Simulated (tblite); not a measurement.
Isomers of C7H13P. Level: GFN2-xTB in tblite, geometry and Hessian alike; calculated harmonic values, unscaled, isolated species. This tight-binding method is rough: wavenumbers can miss measured ones by several per cent, in bad cases by 10 to 20. Modes of hydrogen on phosphorus can be 10 to 20 % off. One conformer each.

Electronic energies: GFN2-xTB at the same geometries; isomer energies are rough at this level and their order can be wrong.

| SMILES | electronic energy, lowest = 0 (kJ/mol) |
| --- | --- |
| C=CP(CC)C(=C)C | 152.6 |
| CCC1=CCCP1C | 0.0 |
| C=C[PH](C)(C=C)C=C | 374.3 |
| C=C(C)P1CC[C@@H]1C | 78.4 |

Task: How do GFN2-xTB zero-point energies change the relative energies?

Result: 
```tsv
SMILES	ZPE (kJ/mol)	of it from modes above 1550 cm⁻¹	electronic (kJ/mol)	with ZPE, lowest = 0 (kJ/mol)	lowest mode (cm⁻¹)	rings
CCC1=CCCP1C	472.5	242.7	0.0	0.0	47	1
C=C(C)P1CC[C@@H]1C	471.5	244.1	78.4	77.4	42	1
C=CP(CC)C(=C)C	463.0	255.4	152.6	143.1	48	0
C=C[PH](C)(C=C)C=C	445.0	258.0	374.3	346.8	55	0
```

The zero-point energies span 27.5 kJ/mol, from `C=C[PH](C)(C=C)C=C` to `CCC1=CCCP1C`. The order is unchanged.

Task: What do entropy and thermal enthalpy add at 298.15 K and 1 bar (rigid rotor, harmonic oscillator, one conformer each)?

Result: 
```
            SMILES  point group  symmetry number  S (J/(mol K))  H − H(0) (kJ/mol)  ZPE + H − H(0) − TS (kJ/mol)
       CCC1=CCCP1C           C1                1          404.9              28.43                         380.3
C=C(C)P1CC[C@@H]1C           C1                1          406.8              28.76                         379.0
    C=CP(CC)C(=C)C           C1                1          431.3              32.06                         366.5
C=C[PH](C)(C=C)C=C           C1                1          436.6              32.94                         347.8
```
